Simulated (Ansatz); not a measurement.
The cluster Si₄Ge⁻. The state is a doublet with charge -1. Geometry B3LYP-D4/def2-SVPD.

Cartesian coordinates in Å:
```
Si 2.3258 0.3852 -0.0670
Si 0.4052 -0.3855 0.8760
Si -1.4287 0.8338 -0.4089
Si 0.5473 0.1216 -1.5977
Ge -1.8497 -0.9551 1.1976
```

B3LYP takes the VWN-RPA correlation. At HF/def2-TZVPD the charge -1 doublet is spin-contaminated (final ⟨S²⟩ up to 1.20, 0.75 for a pure state). Another isomer (doublet) lies 1.04 eV lower at PBE0-D4/def2-TZVPD; other spin states weren't run for this one.

Problem. Estimate the α-spin orbital energies around the gap (eV) in Ansatz with HF/def2-TZVPD, PBE-D4/def2-TZVPD, r2SCAN-D4/def2-TZVPD, B3LYP-D4/def2-TZVPD, PBE0-D4/def2-TZVPD.

Solution. 
```tsv
orbital	HF/def2-TZVPD	PBE-D4/def2-TZVPD	r2SCAN-D4/def2-TZVPD	B3LYP-D4/def2-TZVPD	PBE0-D4/def2-TZVPD
HOMO−9	-14.62	-8.54	-9.11	-9.86	-10.26
HOMO−8	-11.86	-6.72	-7.16	-7.90	-8.24
HOMO−7	-8.89	-4.91	-5.23	-5.88	-6.14
HOMO−6	-8.48	-4.46	-4.76	-5.40	-5.68
HOMO−5	-5.24	-2.30	-2.59	-2.87	-3.21
HOMO−4	-4.85	-2.04	-2.29	-2.67	-2.95
HOMO−3	-4.70	-1.84	-2.07	-2.48	-2.74
HOMO−2	-3.89	-1.47	-1.67	-2.01	-2.25
HOMO−1	-3.05	-0.61	-0.76	-1.13	-1.34
HOMO	-2.61	-0.21	-0.46	-0.68	-0.95
LUMO	4.10	1.07	1.06	1.58	1.65
LUMO+1	4.29	1.12	1.13	1.65	1.71
LUMO+2	4.68	1.86	1.99	2.41	2.50
LUMO+3	4.82	2.01	2.18	2.50	2.62
LUMO+4	4.99	2.72	3.12	3.09	3.25
LUMO+5	5.23	3.21	3.67	3.56	3.73
β HOMO	-2.87	-0.54	-0.70	-1.07	-1.27
β LUMO	3.79	0.31	0.44	0.81	0.94
```
